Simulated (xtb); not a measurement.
Cr, charge -1, doublet (GFN-xTB shapes and energies of metal compounds can be far from the true ones) (a state made from the parent by changing its charge; the spin is typed, not shown lowest); GFN0-xTB (xtb).

The xtb input:
```
$ xtb mol.xyz --gfn 0 --chrg -1 --uhf 1 --json

# file mol.xyz
1

Cr     0.00000000     0.00000000     0.00000000
```

The log (banner, timings and long lists left out):

```
   ID    Z sym.   atoms
    1   24 Cr     1

           -------------------------------------------------
          |                Calculation Setup                |
           -------------------------------------------------

           -------------------------------------------------
          |                 G F N 0 - x T B                 |
           -------------------------------------------------

          ...................................................
          :                      SETUP                      :
          :.................................................:
          :  # basis functions                  10          :
          :  # atomic orbitals                   9          :
          :  # shells                            3          :
          :  # electrons                         7          :
          :  electronic temp.          300.0000000     K    :
          :  accuracy                    1.0000000          :
          :  -> integral cutoff          0.2500000E+02      :
          :  -> integral neglect         0.1000000E-07      :
          ...................................................

         :::::::::::::::::::::::::::::::::::::::::::::::::::::
         ::                     SUMMARY                     ::
         :::::::::::::::::::::::::::::::::::::::::::::::::::::
         :: total energy              -2.994225645186 Eh    ::
         :: gradient norm              0.000000000000 Eh/a0 ::
         :: HOMO-LUMO gap              0.000000000000 eV    ::
         ::.................................................::
         :: H0 energy                 -2.084961877182 Eh    ::
         :: repulsion energy           0.000000000000 Eh    ::
         :: electrostat energy        -0.909263768004 Eh    ::
         :: -> Gsolv                   0.000000000000 Eh    ::
         ::    -> Gsasa                0.000000000000 Eh    ::
         ::    -> Gshift               0.000000000000 Eh    ::
         :: dispersion energy          0.000000000000 Eh    ::
         :: short-range corr.          0.000000000000 Eh    ::
         :: add. restraining           0.000000000000 Eh    ::
         :: total charge              -1.000000000000 e     ::
         :::::::::::::::::::::::::::::::::::::::::::::::::::::

           -------------------------------------------------
          |                Property Printout                |
           -------------------------------------------------

    * Orbital Energies and Occupations

         #    Occupation            Energy/Eh            Energy/eV
      -------------------------------------------------------------
         1        1.4000           -0.2970554              -8.0833
         2        1.4000           -0.2970554              -8.0833
         3        1.4000           -0.2970554              -8.0833
         4        1.4000           -0.2970554              -8.0833 (HOMO)
         5        1.4000           -0.2970554              -8.0833 (LUMO)
         6                         -0.2795575              -7.6071
         7                         -0.0845605              -2.3010
         8                         -0.0845605              -2.3010
         9                         -0.0845605              -2.3010
      -------------------------------------------------------------
                  HL-Gap            0.0000000 Eh            0.0000 eV
             Fermi-level            0.0000000 Eh            0.0000 eV

     #   Z          covCN         q      C6AA      α(0)
     1  24 Cr       0.000    -1.000   807.189    86.448

 Mol. C6AA /au·bohr⁶  :        807.188728
 Mol. C8AA /au·bohr⁸  :      74494.390453
 Mol. α(0) /au        :         86.448213

Wiberg/Mayer (AO) data.
largest (>0.10) Wiberg bond orders for each atom

 ---------------------------------------------------------------------------
     #   Z sym  total        # sym  WBO       # sym  WBO       # sym  WBO
 ---------------------------------------------------------------------------
     1  24 Cr   0.000
 ---------------------------------------------------------------------------

 dipole moment from electron density (au)
     X       Y       Z
   0.0000   0.0000   0.0000  total (Debye):    0.000

           -------------------------------------------------
          | TOTAL ENERGY               -2.994225645186 Eh   |
          | GRADIENT NORM               0.000000000000 Eh/α |
          | HOMO-LUMO GAP               0.000000000000 eV   |
           -------------------------------------------------

normal termination of xtb
```
